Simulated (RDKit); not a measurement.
Input file for RDKit: UFF on SiF4 (SMILES F[Si](F)(F)F).

```python
from rdkit import Chem
from rdkit.Chem import AllChem, rdDetermineBonds

blocks = [
'''5

Si    0.00000000   -0.00000000    0.00000000
F     0.90490845    0.90490845    0.90490845
F     0.90490845   -0.90490845   -0.90490845
F    -0.90490845    0.90490845   -0.90490845
F    -0.90490845   -0.90490845    0.90490845
''',
]
mol = None
for b in blocks:
    f = Chem.MolFromXYZBlock(b)
    rdDetermineBonds.DetermineBonds(f, charge=0)
    mol = f if mol is None else Chem.CombineMols(mol, f)
Chem.SanitizeMol(mol)
print(Chem.MolToSmiles(Chem.RemoveHs(mol)))
ff = AllChem.UFFGetMoleculeForceField(mol, vdwThresh=100.0, ignoreInterfragInteractions=False)
e = ff.CalcEnergy()
print(f'UFF energy {e:.6f} kcal/mol')
```

Program output:

```
F[Si](F)(F)F
UFF energy 15.783883 kcal/mol
```

The run finished.

Cost: about 0.020 core-seconds (a rough figure).
